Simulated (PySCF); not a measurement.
SnOF, SMILES [O]=[Sn][F], multiplicity 2. The structure is a stationary point at B3LYP-D3(BJ)/def2-TZVP. The def2 effective core potentials stand for the cores of Sn; spin–orbit coupling is left out.

The numbers are results of B3LYP-D3(BJ)/def2-TZVP in PySCF, not measurements.

Harmonic wavenumbers (cm⁻¹): 142, 530, 576. Rotational constants (GHz): 10.79, 6.654, 4.116; symmetry number 1.

Task: Work out the zero-point energy and the ideal-gas rigid-rotor harmonic-oscillator thermochemistry at 298.15 K and 1 atm.

Result: ZPE = ½ Σ hcν = ½ × 1248 cm⁻¹ = 1.78 kcal/mol. H − E(el) = 4.80 kcal/mol. Entropy in cal/(mol K): translation 41.00, rotation 24.50, vibration 3.85, spin 1.38, total 70.73. G − E(el) = -16.29 kcal/mol. Cp = 12.13 cal/(mol K). Modes under 150 cm⁻¹ make the vibrational entropy uncertain.
